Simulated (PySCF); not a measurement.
BOCl, SMILES O=BCl. Geometry: r2SCAN-D4/def2-TZVP.

The numbers are results of r2SCAN-D4/def2-TZVP run with PySCF 2.14.0, not measurements.

Harmonic wavenumbers (cm⁻¹): 417, 417, 695, 2008. Rotational constants (GHz): 5.186 (linear); symmetry number 1.

Task: Work out the zero-point energy and the ideal-gas rigid-rotor harmonic-oscillator thermochemistry at 298.15 K and 1 atm.

Result: ZPE = ½ Σ hcν = ½ × 3537 cm⁻¹ = 21.16 kJ/mol. H − E(el) = 31.67 kJ/mol. Entropy in J/(mol K): translation 160.27, rotation 67.25, vibration 8.86, total 236.39. G − E(el) = -38.80 kJ/mol. Cp = 44.65 J/(mol K).
